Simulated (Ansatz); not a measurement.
**What each rung costs, and what it gives**

Saddle point of BH4BrO3, closed shell (BH₃O₃ ([OH][B]([OH])[OH]) + HBr → BH₂BrO₂ ([OH][B]([OH])[Br]) + H₂O; bonds formed: B1–Br6, O2–H5; bonds broken: B1–O2, H5–Br6), PBE0-D4/def2-TZVP structure:

```xyz
9
angstrom
B 0.0138 -0.3280 -0.2066
O 0.1687 1.1686 -0.5195
O 1.1246 -1.0975 -0.1646
O -1.1850 -0.7502 -0.6727
H 0.1380 1.4631 0.4889
Br -0.1145 0.5402 2.1830
H -0.6405 1.4823 -0.9517
H 1.7992 -0.7787 0.4402
H -1.3042 -1.6998 -0.5970
```

Barriers are electronic and count from the start structure reached by relaxing down the imaginary mode.

Computed with Ansatz 0.2.0 (basis: as named in each row); correlated methods freeze the cores. Filled d shells of the heavier atoms are correlated. The def2 sets are not built for correlating such inner shells, so the correlated values are less sure here. B3LYP uses VWN-RPA correlation. Extrapolation: Hartree–Fock as exp(−7.88 √X), correlation as X^−2.97.

Times are rough, for one single point on 8 threads of a shared host (Arm Neoverse V1).

The estimate by CCSD(T) at an estimated basis limit (MP2 extrapolated from triple and quadruple zeta, plus CCSD(T) − MP2 in triple zeta) is 1.083 eV.

```json
{"method": "HF", "basis": "STO-3G", "time (s)": "under 1", "barrier (eV)": "1.276", "method less estimate": "0.193"}
{"method": "PBE-D4", "basis": "STO-3G", "time (s)": "under 1", "barrier (eV)": "0.662", "method less estimate": "-0.421"}
{"method": "SPW92", "basis": "def2-SVP", "time (s)": "under 1", "barrier (eV)": "0.656", "method less estimate": "-0.427"}
{"method": "PBE-D4", "basis": "def2-SVP", "time (s)": "under 1", "barrier (eV)": "0.859", "method less estimate": "-0.224"}
{"method": "B3LYP-D4", "basis": "6-31G", "time (s)": "under 1", "barrier (eV)": "0.929", "method less estimate": "-0.154"}
{"method": "PBE0-D4", "basis": "def2-SVP", "time (s)": "under 1", "barrier (eV)": "0.927", "method less estimate": "-0.156"}
{"method": "SPW92", "basis": "def2-TZVPP", "time (s)": "1", "barrier (eV)": "0.720", "method less estimate": "-0.363"}
{"method": "PBE-D4", "basis": "def2-TZVPP", "time (s)": "1", "barrier (eV)": "0.897", "method less estimate": "-0.186"}
{"method": "BLYP-D4", "basis": "def2-TZVPP", "time (s)": "1", "barrier (eV)": "1.042", "method less estimate": "-0.041"}
{"method": "B3LYP-D4", "basis": "def2-TZVPP", "time (s)": "2", "barrier (eV)": "1.076", "method less estimate": "-0.007"}
{"method": "BHLYP-D4", "basis": "def2-TZVPP", "time (s)": "2", "barrier (eV)": "1.136", "method less estimate": "0.053"}
{"method": "CAM-B3LYP-D4", "basis": "def2-TZVPP", "time (s)": "2", "barrier (eV)": "1.110", "method less estimate": "0.027"}
{"method": "PBE0-D4", "basis": "def2-TZVPP", "time (s)": "3", "barrier (eV)": "0.947", "method less estimate": "-0.136"}
{"method": "wB97M-V", "basis": "def2-SVP", "time (s)": "3", "barrier (eV)": "0.945", "method less estimate": "-0.138"}
{"method": "r2SCAN-D4", "basis": "def2-TZVPP", "time (s)": "3", "barrier (eV)": "0.928", "method less estimate": "-0.155"}
{"method": "r2SCAN0-D4", "basis": "def2-TZVPP", "time (s)": "4", "barrier (eV)": "0.960", "method less estimate": "-0.123"}
{"method": "B2PLYP", "basis": "def2-TZVPP", "time (s)": "4", "barrier (eV)": "1.108", "method less estimate": "0.025"}
{"method": "RPA on PBE", "basis": "def2-TZVPP", "time (s)": "4", "barrier (eV)": "1.148", "method less estimate": "0.065"}
{"method": "PBE-QIDH", "basis": "def2-TZVPP", "time (s)": "4", "barrier (eV)": "1.001", "method less estimate": "-0.082"}
{"method": "wB97X-V", "basis": "def2-TZVPP", "time (s)": "5", "barrier (eV)": "1.053", "method less estimate": "-0.030"}
{"method": "CCSD(T)", "basis": "def2-SVP", "time (s)": "6", "barrier (eV)": "1.201", "method less estimate": "0.118"}
{"method": "B97M-V", "basis": "def2-TZVPP", "time (s)": "6", "barrier (eV)": "1.108", "method less estimate": "0.025"}
{"method": "wB97M-V", "basis": "def2-TZVPP", "time (s)": "6", "barrier (eV)": "0.996", "method less estimate": "-0.087"}
{"method": "MP2", "basis": "def2-QZVPP", "time (s)": "23", "barrier (eV)": "1.039", "method less estimate": "-0.044"}
{"method": "CCSD(T)", "basis": "def2-TZVPP", "time (s)": "130", "barrier (eV)": "1.111", "method less estimate": "0.028"}
```

All methods are single points on the PBE0-D4 structures.

The T1 diagnostic stays at or below 0.011.

Labels in which every atom is bracketed show which atoms are joined, not bond orders.
